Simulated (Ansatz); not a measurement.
Cartesian coordinates (Å):
SMILES: N=C=O
```xyz
4

N     -0.6865     0.3376     0.0059
C      0.4898     0.0549    -0.0006
O      1.6463    -0.0763    -0.0053
H     -1.4496    -0.3162     0.0000
```
Charge 0, multiplicity 1.

The numbers are results of frozen-core CCSD(T)/cc-pVQZ // B3LYP-D3(BJ)/def2-TZVP in Ansatz (a program for electronic structure), not measurements.

| Property | Result |
|---|---|
| HF energy | -167.84220 Ha |
| MP2 correlation energy | -0.61889 Ha |

Q: Estimate the CCSD correlation energy, the (T) correction, the total energy and the T1 diagnostic.

A: 
CCSD correlation energy: -0.61038 Ha
(T) correction: -0.03136 Ha
CCSD(T) total energy: -168.48394 Ha
T1 diagnostic: 0.018
